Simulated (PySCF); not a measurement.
Heteronuclear NMR

Atoms are numbered as in `[CH3:1][C:2]#[C:3][SiH2:4][O:5][SiH2:6][CH:7]1[CH2:8][CH2:9]1` (H(Xn): hydrogen on atom n). Ha(C8), Ha(C9) are cis to Si6 on the ring; Hb(C8), Hb(C9) are trans to Si6 on the ring.

PySCF 2.14.0 with density-fitted response routines calculation with GFN2-xTB geometry and PBE0/pcSseg-1 with gauge-including orbitals; non-relativistic Hamiltonian, in vacuum, a single conformation, one averaged value for each set of equivalent atoms.

(1) Where does $^{29}$Si resonate?

(2) Where does $^{17}$O resonate?

## Answers

(1) 
| atoms | environment | σ (ppm) | δ (ppm) |
| --- | --- | --- | --- |
| Si6 | silicon bonded to C, O, 2 H | 365.0 | -20.1 |
| Si4 | silicon bonded to C, O, 2 H | 406.0 | -53.8 |

Shieldings were converted by a linear fit to measured shifts: $^{29}$Si (scatter 8.9 ppm rms, 25.8 ppm with the 6 outliers that the fit left out vs TMS, solution or neat liquid). A few per cent of atoms miss by over 2 rms, more outside the fitted compound classes.

On a 400 MHz spectrometer $^{29}$Si resonates near 79.5 MHz, so 1 ppm is 79.5 Hz.

(2) 
```csv
atoms,environment,σ (ppm),δ (ppm)
O5,oxygen bonded to 2 Si,304.0,-10.2
```

Shieldings were converted by a linear fit to measured shifts: $^{17}$O (scatter 10.7 ppm rms, 12.2 ppm with the 3 outliers that the fit left out vs liquid water, solution or neat liquid). A few per cent of atoms miss by over 2 rms, more outside the fitted compound classes.

On a 300 MHz spectrometer $^{17}$O resonates near 40.7 MHz, so 1 ppm is 40.7 Hz.
